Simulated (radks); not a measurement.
Results of a calculation; reference values are marked as such.
Problem. These are the eigenvalues of the occupied orbitals of an atom or ion with whole-number occupations (hartree). Code: a radial shooting solver on a logarithmic mesh with Libxc functionals. Model: scalar-relativistic Kohn-Sham, SCAN, spin-polarised, spherical densities, finite nucleus; meta-GGA in the generalised Kohn-Sham scheme; Fermi nuclear charge, rms radius of each element as measured or else 0.836 A^(1/3) + 0.57 fm.

| orbital | eigenvalue |
|---|---|
| 1s up | -1718.925 |
| 1s down | -1718.925 |
| 2s up | -282.6280 |
| 2s down | -282.6257 |
| 2p up | -252.0844 |
| 2p down | -252.0828 |
| 3s up | -63.20247 |
| 3s down | -63.12536 |
| 3p up | -53.58348 |
| 3p down | -53.50418 |
| 3d up | -40.56967 |
| 3d down | -40.50514 |
| 4s up | -13.68820 |
| 4s down | -13.49977 |
| 4p up | -10.50592 |
| 4p down | -10.31503 |
| 4d up | -6.03361 |
| 4d down | -5.83594 |
| 5s up | -2.67955 |
| 5s down | -2.60444 |
| 5p up | -1.88008 |
| 5p down | -1.82257 |
| 4f up | -1.24984 |

Which element is it, and in what charge state? The configuration may be excited. Open shells, if any, are filled with parallel spins first.

Solution. Z = 62, samarium, charge +3: Sm3+ in [Xe] 4f5. The list shows which subshells hold electrons but not how many an open one holds; the 1s level, -1718.9 hartree, gives Z - s = 58.6 by -(Z - s)^2/2, which with screening and relativity narrows Z to a few neighbours, and the depths of the outer levels then fix element, charge and occupations together.
